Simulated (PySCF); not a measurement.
## Stretching CuO⁺

Set-up: PySCF, no relativity, basis sets Cu def2-TZVPPD, O def2-TZVPPD. Energies in eV from Cu⁺ (3d10) + O in their ground configurations at the same level. All curves are PBE0. state 1: ³Σ⁻ (triplet), unpaired electrons π ↑↑; state 2: ³Π (triplet), unpaired electrons σ ↑, π ↑, a second solution, started from another occupation; state 3: Ms = 0 determinant of mixed spin (⟨S²⟩ near 1.0), unpaired electrons π ↑↓, a mixture of terms (⟨Lz²⟩ = 2.0), a second solution, started from another occupation; state 4: Ms = 0 determinant of mixed spin (⟨S²⟩ near 1.0), unpaired electrons σ ↓, π ↑, a second solution, started from another occupation.

```json
{"R (Å)": "1.562", "state 1": "-0.646", "state 2": "-0.2952", "state 3": "-0.1182", "state 4": "0.0437"}
{"R (Å)": "1.634", "state 1": "-0.999", "state 2": "-0.5893", "state 3": "-0.4479", "state 4": "-0.2436"}
{"R (Å)": "1.707", "state 1": "-1.173", "state 2": "-0.7164", "state 3": "-0.5974", "state 4": "-0.3550"}
{"R (Å)": "1.762", "state 1": "-1.226", "state 2": "-0.7393", "state 3": "-0.6321", "state 4": "-0.3596"}
{"R (Å)": "1.816", "state 1": "-1.236", "state 2": "-0.7216", "state 3": "-0.6229", "state 4": "-0.3187"}
{"R (Å)": "1.871", "state 1": "-1.217", "state 2": "-0.6780", "state 3": "-0.5843", "state 4": "-0.2475"}
{"R (Å)": "1.943", "state 1": "-1.162", "state 2": "-0.5985", "state 3": "-0.5057", "state 4": "-0.1268"}
{"R (Å)": "2.034", "state 1": "-1.073", "state 2": "-0.4894", "state 3": "-0.3874", "state 4": "0.0366"}
{"R (Å)": "2.143", "state 1": "-0.959", "state 2": "-0.3699", "state 3": "-0.2430", "state 4": "0.2170"}
{"R (Å)": "2.288", "state 1": "-0.817", "state 2": "-0.2488", "state 3": "-0.0724", "state 4": "0.4019"}
```

Task: Put a parabola through the three lowest points of the state 1 curve and estimate Re, k and ωe (reduced mass 12.75 u; 1 eV/Å² = 0.16022 mdyn/Å; ωe = 1302.8·√(k/μ) cm⁻¹).

Result: Through R = 1.762, 1.816, 1.871 Å the second-order coefficient is 4.87 eV/Å², so Re ≈ 1.808 Å, k ≈ 1.56 mdyn/Å and ωe ≈ 456 cm⁻¹. A polynomial fit of higher order to the unrounded PBE0 energies gives Re = 1.804 Å, k = 1.72 mdyn/Å, ωe = 479 cm⁻¹; anharmonicity and rounding make the difference.

The higher-order fit for each curve: state 1: Re = 1.804 Å, ωe = 479 cm⁻¹, De = 1.24 eV; state 2: Re = 1.761 Å, ωe = 538 cm⁻¹, minimum 0.74 eV below the ground-state fragments; state 3: Re = 1.775 Å, ωe = 534 cm⁻¹, minimum 0.63 eV below the ground-state fragments; state 4: Re = 1.738 Å, ωe = 617 cm⁻¹, minimum 0.364 eV below the ground-state fragments.

For an ion De counts to the pair picked by the measured ionisation energies or electron affinities, which need not be the lowest pair at this level. The state is the lowest single determinant that the PBE0 search found; with open d or f shells the true ground state can be another one.
